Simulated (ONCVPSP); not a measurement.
# hafnium: one change to an ONCV potential, before and after

ONCVPSP 4.0.1 input, shortened (lines: element, Z, core and valence counts, functional; n l f; lmax; l rc ep ncon nbas qcut; lloc lpopt rc5 dvloc0; l nproj debl; icmod fcfact rcfact), PBE, scalar-relativistic:

```
  Hf 72.00   11    3        4      upf
    1    0    2.00
    2    0    2.00
    2    1    6.00
    3    0    2.00
    3    1    6.00
    3    2   10.00
    4    0    2.00
    4    1    6.00
    4    2   10.00
    4    3   14.00
    5    0    2.00
    5    1    6.00
    5    2    2.50
    6    0    1.50
    2
    0    2.85    0.00    5    9    1.90
    1    2.05    0.00    3    6    6.80
    2    3.30    0.00    4    9    5.00
    4    3    1.50    6.00
    0    3    2.10
    1    1    3.70
    2    2    2.30
    0    0.00    0.00
```

Change: d: rc 3.6.

Cutoffs: the cutoffs (Ha) at which the residual kinetic energy of the hardest occupied pseudo-wave falls to 1 and 0.1 mHa per electron; they do not see the model core or the augmentation charge, which bear on the density cutoff. Errors are all-electron minus pseudo energies relative to the spin-unpolarised reference configuration.

How do hardness, ghosts and transferability respond?

The potential gets neither clearly harder nor softer (9.9 Ha and 21 Ha → 9.9 Ha and 21 Ha); of the 4 tests that both files solve, the error grows in 2 and shrinks in 1 by more than 15 % and 0.3 meV (median size 9.6 → 7.9 meV); neither file shows a bound ghost.

| quantity | base | changed |
| --- | --- | --- |
| cutoff, loose | 9.9 Ha | 9.9 Ha |
| cutoff, tight | 21 Ha | 21 Ha |
| loose cutoff by channel | s 5.1 Ha, p 9.9 Ha, d 8.0 Ha | s 5.1 Ha, p 9.9 Ha, d 7.4 Ha |
| bound ghosts | none | none |
| GHOST(+) flags under 300 eV | s at 133.6 eV | s at 133.6 eV |
| error for 5p6 5d2 6s2, meV [ΔE -1.26 eV] | +4.6 | +6.8 |
| error for 5p6 5d2 6s1, meV [ΔE 6.72 eV] | +2.3 | +2.6 |
| error for 5p6 5d2 6s0, meV [ΔE 20.90 eV] | +15 | +9.0 |
| error for 5p6 5d1 6s2 6p1, meV [ΔE 0.71 eV] | +99 | +128 |
| s: phases at 2.89 bohr within 0.05 rad from the reference energy up to (Ha; the scan ends near 5) | 4.9 | 4.9 |
| p: phases at 2.08 bohr within 0.05 rad from the reference energy up to (Ha; the scan ends near 5) | 0.6 | 0.6 |

Base: The cutoffs count occupied waves only; projector 3 of the s channel, the hardest unoccupied one, needs 43 Ha at the loose tolerance. Changed file: The cutoffs count occupied waves only; projector 3 of the s channel, the hardest unoccupied one, needs 43 Ha at the loose tolerance.
